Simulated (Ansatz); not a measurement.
Two isomers of CH5ClFGaSi: A = `C[SiH2][Ga]([F])[Cl]`, B = `F[CH]([GaH2])[SiH2]Cl`.

Gas-phase electronic energies from Ansatz, PBE0-D4/def2-TZVP geometries. CCSD(T)/CBS adds triple-zeta CCSD(T) − MP2 to the extrapolated MP2 energy (def2 sets, frozen cores). Functionals use def2-TZVPP. For Ga outer-core shells are correlated without core-valence functions, which leaves a few kJ/mol of doubt a bond. Scalar relativity is left out up to krypton. One conformer a species, not always the lowest.

Task: Which isomer does CCSD(T)/CBS put lower? Give the gap. (Estimate.)

Result: Ansatz gave: A, by 284.0 kJ/mol.

Task: Give E(B) − E(A) in kJ/mol with CCSD/def2-TZVPP, ωB97M-V, r2SCAN-D4, HF/def2-TZVPP, CCSD(T)/def2-TZVPP, B2PLYP, PBE0-D4. (Estimate.)

Result: Computed: CCSD/def2-TZVPP 287.7, ωB97M-V 276.0, r2SCAN-D4 287.9, HF/def2-TZVPP 292.3, CCSD(T)/def2-TZVPP 287.2, B2PLYP 290.5, PBE0-D4 284.5. None reverses the order clearly.

Largest T1 diagnostic: 0.013.

The D4 term adds −4.6 kJ/mol with B3LYP and −2.2 kJ/mol with PBE0; it sums over pairs of atoms, weighted by their polarisabilities, and B3LYP, whose exchange is more repulsive, gets the larger term.

B3LYP here is the variant with VWN-RPA as its local correlation; programs differ in this.
